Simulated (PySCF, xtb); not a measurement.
Si(H)(Cl)(OH)(OMe) (CH5ClO2Si), SMILES CO[SiH](O)Cl. Other conformers were not sampled.

Harmonic wavenumbers (cm⁻¹) from GFN2-xTB (xtb 6.7.1) at its own minimum, in rising order: 88, 110, 139, 162, 209, 276, 325, 484, 664, 680, 748, 819, 946, 1134, 1140, 1164, 1416, 1477, 1481, 2377, 2962, 2971, 2999, 3645.

Problem. What does PBE-D3(BJ)/def2-SVP (PySCF) give at its own minimum? (An estimate is asked for; the answer gives what the named calculation found.)

Solution. 71, 101, 148, 181, 280, 312, 339, 517, 725, 765, 808, 866, 929, 1125, 1137, 1174, 1419, 1425, 1428, 2244, 2934, 3012, 3050, 3760. Paired by order, the mean absolute difference is 41 cm⁻¹ and the zero-point energies are 40.6 and 41.1 kcal/mol.
